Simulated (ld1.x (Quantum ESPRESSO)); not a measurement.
## What the settings do to the RRKJ potential of B

Base potential:

ld1.x (Quantum ESPRESSO) 7.5 input, shortened:

```
&input
   title='B', zed=5., rel=0, dft='PBE', iswitch=3,
   config='[He] 2s2 2p0'
 /
 &inputp
   pseudotype=2, tm=.false., lloc=0,
   nlcc=.true.
 /
2
2P  2  1   0.00   0.00  2.40  2.40  0.0
2S  1  0   2.00   0.00  1.20  1.20  0.0
 &test
   configts(1)='2s2 2p0'
 /
```

Cutoffs, loose and tight: the cutoffs (Ry, on a coarse ladder) from which the occupation-weighted sum of valence levels, in a spherical-Bessel basis at the reference potential, stays within 10 and 1 mRy of its value at 400 Ry. They do not see the model core or the augmentation charge, which bear on the density cutoff. Test errors are all-electron minus pseudo excitation energies from the reference, over the configurations 2s2 2p1; 2s1 2p0; 2s2 2p0.5; 2s2 2p1.3; 2s1 2p2; 2s0 2p3; 2s1 2p1. A dash means not determined; rows that change the core or the reference have their own tests.

The default core radius of the base comes out at 0.72 bohr.

| change | outcome | cutoff, loose | cutoff, tight | bound ghosts | largest test error (meV) |
| --- | --- | --- | --- | --- | --- |
| base | generated | 21 Ry | 60 Ry | none | +91 |
| all radii but the core radius scaled by about 1.12 (s 1.34, p 2.68 bohr) | generated | 21 Ry | 55 Ry | none | +142 |
| core correction a·sin(br)/r model core inside 1.08 bohr | generated | 21 Ry | 60 Ry | none | +101 |
| wave 2s (bound): rc 1.20 bohr becomes 2s (bound): rc 1.70 bohr | generated | 18 Ry | 40 Ry | none | +114 |
| functional LDA (PZ) | generated | 21 Ry | 60 Ry | none | +107 |
| local potential all-electron potential smoothed inside 1.05 bohr (lloc = -1) | generated | 30 Ry | 40 Ry | none | +84 |
| scalar-relativistic | generated | 21 Ry | 60 Ry | none | +91 |

(1) What comes out with this change to the base: wave 2p (bound): rc 2.40 bohr becomes 2p (bound): rc 1.64 bohr?

(2) What comes out with this change to the base: reference 2s2 2p1?

Answers

(1) outcome: generated; cutoff, loose: 21 Ry; cutoff, tight: 60 Ry; bound ghosts: none; largest test error (meV): +59.

(2) outcome: generated; cutoff, loose: 21 Ry; cutoff, tight: 55 Ry; bound ghosts: none; largest test error (meV): +157.
